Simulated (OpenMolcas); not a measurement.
## V2+, Nb2+, Ta2+: d³ down the group

- Program: OpenMolcas
- Method: SS-CASPT2, IPEA 0.25 Eh, imaginary shift 0.1 Eh
- Basis: ANO-RCC-VQZP
- Scalar Hamiltonian: DKH2, point nucleus
- Spin-orbit coupling: RASSI with atomic mean-field integrals over the reference wave functions, term energies averaged over their components

Active space for each ion: 3 electrons in 6 orbitals (d s); closed shells correlated by CASPT2: V2+ 3s 3p; Nb2+ 4s 4p; Ta2+ 5s 5p.

Computed levels in cm-1 above ⁴F_3/2:

```
                               Level    V2+   Nb2+   Ta2+
                              ⁴F_5/2    162    530   2910
                              ⁴F_7/2    383   1208   5480
                              ⁴F_9/2    660   1987   7470
                              ⁴P_1/2  11820   8890  13920
                              ²G_7/2  11870   9340  12190
                              ⁴P_5/2  12080   9860  15280
                              ²P_1/2  15350  10800   8370
                             ²H_11/2  17060  13500  18740
                              ²F_7/2  27730  20170  29760
weight of ⁴F in the lowest level (%)    100     99     83
```

Mixed levels, with the weight of the term that names them: Ta2+ ⁴F_9/2 (73 %), Ta2+ ⁴P_5/2 (68 %).

Measured, with the error of the calculation in %. Measured levels: V2+ from Sugar and Corliss, J. Phys. Chem. Ref. Data 7, 1191 (1978); Nb2+ from the list in Shadmi, J. Res. Natl. Bur. Stand. 70A, 435 (1966).

| Level | V2+ | Nb2+ |
| --- | --- | --- |
| ⁴F_5/2 | 146 (+11.2) | 516 (+2.8) |
| ⁴F_7/2 | 342 (+12.2) | 1177 (+2.6) |
| ⁴F_9/2 | 584 (+13.1) | 1939 (+2.5) |
| ⁴P_1/2 | 11514 (+2.6) | 8664 (+2.6) |
| ²G_7/2 | 11966 (-0.8) | 9236 (+1.2) |
| ⁴P_5/2 | 11770 (+2.6) | 9594 (+2.8) |
| ²P_1/2 | 15580 (-1.5) |  |
| ²H_11/2 | 16978 (+0.5) | 13264 (+1.8) |
| ²F_7/2 | 27728 (0) | 19861 (+1.6) |

The fine-structure level ⁴F_9/2 changes by a factor of 11.3 from V2+ to Ta2+.

Without spin-orbit coupling ⁴P lies 11600, 8410, 8460 cm-1 above ⁴F in that order; the difference to the level ⁴P_1/2, of either sign, comes from spin-orbit coupling, which also lowers the zero.

Term energies are means over components that CASPT2 splits; among the terms shown or strongly mixed into the levels shown the widest spread is 590 cm-1 (4d³ ⁴F, Nb2+). Terms from blocks run as CI alone lack orbitals of their own. Configurations are named by rounded mean occupations; where the s occupation lies near a half they are strongly mixed, a name can repeat and a true partner stay unpaired (holds for Ta2+). Measured partners are found by configuration, term and J. A level has none where our copy of the source lacks it or the pairing is in doubt (some pairs that miss far off the trend of their configuration count as doubtful), and it then counts in no deviation. Levels of configurations outside the active space are missing.
